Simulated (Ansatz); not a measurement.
C₄H₈AlN (`C=C(C)[C](=N)[AlH2]`), relaxed with RKS PBE-D4/def2-SVP in Ansatz from a rough embedded geometry. The force threshold is 0.03 eV/Å; the program also tests the step.

The species carries charge 0 and has multiplicity 1.

Start:

```xyz
14

C     0.148    1.955    0.785
C    -0.117    0.749    0.188
C    -1.295    0.685   -0.717
C     0.745   -0.430    0.342
N     1.746   -0.415    1.212
Al    0.337   -2.213   -0.518
H    -0.423    2.800    0.636
H     1.037    1.995    1.457
H    -1.847    1.653   -0.844
H    -0.976    0.421   -1.785
H    -2.045   -0.070   -0.393
H     2.340   -1.259    1.352
H     1.274   -3.514   -0.205
H    -0.924   -2.356   -1.508
```

Task: How much energy does the relaxation release, and in how many steps? (Estimate.)

Result: Computed: 8.64 kcal/mol, in 6 steps, 1 of them rejected.

Task: Which bonds change most? (Estimate.)

Result: The calculation gave: C1–H7 from 1.031 to 1.102 Å; C2–C4 from 1.468 to 1.502 Å; C3–H10 from 1.145 to 1.112 Å; C4–N5 from 1.327 to 1.299 Å.

Task: Give the relaxed structure. (Estimate.)

Result: Ansatz gave: 
```xyz
14

C     0.209    1.940    0.826
C    -0.126    0.802    0.177
C    -1.310    0.708   -0.751
C     0.686   -0.446    0.365
N     1.720   -0.409    1.152
Al    0.304   -2.207   -0.522
H    -0.375    2.866    0.702
H     1.085    1.950    1.493
H    -1.843    1.674   -0.839
H    -1.004    0.393   -1.773
H    -2.042   -0.054   -0.402
H     2.187   -1.334    1.194
H     1.374   -3.313   -0.063
H    -0.865   -2.571   -1.559
```
